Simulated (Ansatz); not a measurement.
**SnClF (SMILES [F][Sn][Cl]): methods side by side**

SnClF has 3 atoms, charge 0, and is taken as a singlet. SMILES: `[F][Sn][Cl]`. Geometry: relaxed at PBE0-D4/def2-TZVP.

```xyz
3

F    -1.3896    0.2231   -0.7444
Sn    0.1643    0.8981    0.1907
Cl    1.2143   -1.1860    0.5405
```

Each level gives the vertical electron affinity (to the doublet anion) (eV). The values are calculated.

The electron affinity is E(neutral) − E(anion): positive where the electron is bound.

| level | kind | program | value (eV) | less FCI/STO-3G |
| --- | --- | --- | --- | --- |
| BLYP/STO-3G | GGA | Ansatz | -3.76 | +0.53 |
| BHLYP/STO-3G | global hybrid | Ansatz | -3.14 | +1.15 |
| r2SCAN0/STO-3G | hybrid meta-GGA | Ansatz | -3.11 | +1.18 |
| HSE06/STO-3G | range-separated hybrid | Ansatz | -3.22 | +1.07 |
| B2PLYP/STO-3G | double hybrid | Ansatz | -3.63 | +0.66 |
| BCCD(T)/STO-3G | coupled cluster or CI | Ansatz | -4.28 | +0.01 |
| CCSD/STO-3G | coupled cluster or CI | Ansatz | -4.14 | +0.15 |
| CCSDT(Q)/STO-3G | coupled cluster or CI | Ansatz | -4.31 | -0.02 |
| FCI/STO-3G | exact in the basis | Ansatz | -4.29 | 0.00 |

FCI/STO-3G is exact within its basis and frozen core, so for wave-function methods in that basis the difference is their error; functionals converge differently with the basis, so for them it is only a difference. All-electron rows without a relativistic Hamiltonian named are non-relativistic. Spin-orbit coupling, which can split open shells on such heavy atoms by tenths of an eV, is left out. The values span -4.31 to -3.11 eV. All rows use very small basis sets, so none should be taken for the real molecule's value. In the correlated wave-function rows the outer d shell of Sn is correlated, in sets not made for it. Negative values mean that the anion is unbound at that level; they are set by how diffuse the basis is and aren't properties of the molecule, whose anion may well be bound.
